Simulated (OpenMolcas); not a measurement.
Eu2+ in octahedral coordination: ligands and hosts compared

```json
{"Program": "OpenMolcas 26.06", "Method": "CASSCF", "Active space": "7 electrons in 7 orbitals (4f)", "Spin-orbit coupling": "state interaction with AMFI integrals over the reference wave functions"}
```

Distances were set from a Shannon-type radius of the metal (high-spin where two are listed) plus a fixed donor radius (F 1.31, Cl 1.76, H2O 1.36, O 1.38, Br 1.91 Å), in hosts weighted 0.65 to 0.35 with the host's distance in the model lattice. Anionic complexes are neutralised by point charges, and hosts are embedded clusters. Ligand basis ANO-RCC-VDZP. States (labels of the rotation group of each site). Energies in cm-1 above the lowest state or level, χT in cm3 K/mol.

| Ligand or host | R (Å) | Metal basis | Outer charge (e at Å behind ligand) | Ground state | χT at 300 K |
| --- | --- | --- | --- | --- | --- |
| KF | 2.548 | ANO-RCC-VDZP |  | 8A1 | 7.859 |
| KCl | 3.006 | ANO-RCC-VDZP |  | 8A1 | 7.859 |
| CsCaF3 | 2.404 | ANO-RCC-VDZP |  | 8A1 | 7.859 |
| H2O | 2.53 | ANO-RCC-VDZP |  | 8A1 | 7.859 |
| SrO | 2.561 | ANO-RCC-VDZP |  | 8A1 | 7.859 |
| NaCl | 2.892 | ANO-RCC-VDZP |  | 8A1 | 7.859 |
| CsCaBr3 | 2.998 | ANO-RCC-VDZP |  | 8A1 | 7.859 |
| Cl | 2.93 | ANO-RCC-VDZP | 0.67 at 3.2 | 8A1 | 7.859 |
| NaF | 2.423 | ANO-RCC-VDZP |  | 8A1 | 7.859 |

The rows also differ in their outer charges, so part of each step comes from that.

No quartet enters the spin-orbit mixing, so the splitting and order within the octet and the sextets are unsound, and g values and χT are rough. No measured value stands beside these numbers; the geometry was imposed, not optimised, and the real ion may take another.
